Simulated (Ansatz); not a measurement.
A structure relaxed at PBE0-D4/def2-TZVP, charge 0, multiplicity 1:

| atom | x (Å) | y (Å) | z (Å) |
| --- | --- | --- | --- |
| C1 | 2.877 | 1.988 | 1.560 |
| C2 | 1.986 | 1.290 | 0.870 |
| C3 | 1.933 | -0.200 | 0.807 |
| C4 | 0.679 | -0.799 | 1.449 |
| C5 | -0.644 | -0.321 | 0.864 |
| C6 | -0.820 | -0.612 | -0.617 |
| C7 | -2.189 | -0.215 | -1.145 |
| C8 | -2.360 | -0.499 | -2.627 |
| H9 | 2.866 | 3.072 | 1.575 |
| H10 | 3.658 | 1.496 | 2.133 |
| H11 | 1.225 | 1.828 | 0.307 |
| H12 | 1.987 | -0.518 | -0.241 |
| H13 | 2.818 | -0.612 | 1.301 |
| H14 | 0.696 | -0.574 | 2.520 |
| H15 | 0.735 | -1.890 | 1.360 |
| H16 | -1.460 | -0.800 | 1.418 |
| H17 | -0.761 | 0.755 | 1.039 |
| H18 | -0.657 | -1.682 | -0.800 |
| H19 | -0.052 | -0.088 | -1.198 |
| H20 | -2.962 | -0.746 | -0.576 |
| H21 | -2.353 | 0.851 | -0.953 |
| H22 | -3.351 | -0.206 | -2.982 |
| H23 | -1.620 | 0.046 | -3.220 |
| H24 | -2.232 | -1.564 | -2.841 |

Problem. Give its formula and SMILES.

Solution. C8H16, `C=CCCCCCC`.

Problem. Point group (tolerance 0.08 Å, 0.16 Å for H)?

Solution. C1.

Problem. Summarise the bond lengths by kind.

Solution. 7 × C–C 1.326 to 1.531 Å; 16 × C–H 1.084 to 1.098 Å.

Program: Ansatz 0.2.0.
